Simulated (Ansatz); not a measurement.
Geometry optimisation, Ansatz, RKS PBE/def2-SVP.

The input (input.yaml):

```yaml
crystal:
  periodic: [false, false, false]
  atoms:
    - { symbol: B, position_ang: [0.014547, -0.182504, 0.269037] }
    - { symbol: "N", position_ang: [0.031664, -0.291408, 1.746599] }
    - { symbol: H, position_ang: [-0.735005, -0.738801, 2.246709] }
    - { symbol: H, position_ang: [0.921943, -0.277991, 2.246181] }
    - { symbol: F, position_ang: [1.133087, 0.047875, -0.411821] }
    - { symbol: Cl, position_ang: [-1.495416, -0.574911, -0.600614] }
    - { symbol: O, position_ang: [-0.572533, 2.351575, 0.495165] }
    - { symbol: H, position_ang: [-1.454779, 2.133011, 0.136626] }
    - { symbol: H, position_ang: [-0.569507, 1.850155, 1.350919] }
basis:
  gaussian: { orbitals: def2-SVP }
hamiltonian:
  xc: pbe
relax:
  f_tol: 0.03
  max_steps: 50
output:
  orbitals: {}
```

Launched with:

```bash
$ ansatz run input.yaml --threads 2 --pin off --max-ram 3072MiB --backend cpu --events-out ev --progress --plain --runs-dir out
```

Task: Where does it end, and by what steps?

Result: The run converged. After 12 steps the energy has fallen by 0.088 eV; O7 moved furthest, 0.17 Å.

```tsv
step	energy less start (eV)	largest force component (eV/Å)	accepted
0	0.0000	2.056	yes
1	-0.0628	0.952	yes
2	-0.0685	0.364	yes
3	-0.0762	0.572	yes
4	-0.0799	0.495	yes
5	-0.0820	0.304	yes
6	-0.0836	0.240	yes
7	-0.0811	0.543	no
8	-0.0860	0.219	yes
9	-0.0877	0.120	yes
10	-0.0882	0.048	yes
11	-0.0883	0.032	yes
12	-0.0885	0.028	yes
```

```xyz
9
Properties=species:S:1:pos:R:3
B 0.043 -0.279 0.279
N 0.051 -0.331 1.688
H -0.749 -0.662 2.225
H 0.916 -0.236 2.222
F 1.160 -0.047 -0.412
Cl -1.471 -0.621 -0.606
O -0.640 2.473 0.595
H -1.461 2.186 0.154
H -0.576 1.834 1.333
```

Whether the end is a true minimum wasn't checked by a vibrational analysis.

Run time: 84 s on 2 threads of Intel(R) Xeon(R) Processor @ 2.50GHz (Skylake/Cascade Lake), with other jobs on the host, peak memory 0.19 GiB.
